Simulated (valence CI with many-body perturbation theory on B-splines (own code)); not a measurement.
**Yb²¹⁺: key properties**

Level of theory: configuration interaction combined with many-body perturbation theory (CI+MBPT): three valence electrons over a frozen Dirac-Fock core [Kr] 4d10, radial functions for each j: 7 s, 7 p, 7 d, 7 f, 4 g, 2 h, with the one-electron correlation potential Σ1 (screened to all orders), the two-electron term Σ2, the three-electron term Σ3, Breit, model QED; selected single and double excitations, second order for the rest, scaled by the run's own slope (own B-spline code, finite nucleus).

No measured levels were compared; by estimate terms of the open shell hold to a few per cent of their energy, and close levels can change places. The list stops below the first excitations out of the core.

Names give the largest LS component (configuration and term), which can be under half, so a name can repeat, a term be missing and a line seem to break the LS rules; names also repeat where a configuration has a term twice.

Rates and lifetimes use the calculated energies. Strong lines usually hold to 10 to 20 %, long lifetimes can be off by a factor of two.

Q: What is the ground level?

A: 4f³ ⁴I°_9/2, composition 88 % 4f³ ⁴I° + 12 % 4f³ ²H°, g = 0.749.

Q: How is the term ⁴I° of the ground level split?

A: J = 9/2 at 0, J = 11/2 at 12345, J = 13/2 at 23630, J = 15/2 at 33949 cm⁻¹.

Q: Where does the other parity begin?

A: At 4f²5s ⁴H_7/2, 515350 cm⁻¹.

Q: Name the longest-lived excited levels whose lifetime is computed, and their main decay.

A: 4f³ ⁴G°_5/2 at 46273 cm⁻¹ lives 152 ms, mostly by M1 to 4f³ ⁴F°_3/2; 4f³ ⁴F°_7/2 at 42208 cm⁻¹ lives 75.7 ms, mostly by M1 to 4f³ ⁴I°_9/2; 4f³ ⁴S°_3/2 at 41846 cm⁻¹ lives 66.2 ms, mostly by M1 to 4f³ ⁴F°_3/2. The lifetime of 4f³ ⁴F°_3/2 is too uncertain to give, and may be longer.

Q: What is the ionisation energy?

A: 574.93 eV; NIST lists 580 ± 30 eV (theoretical).
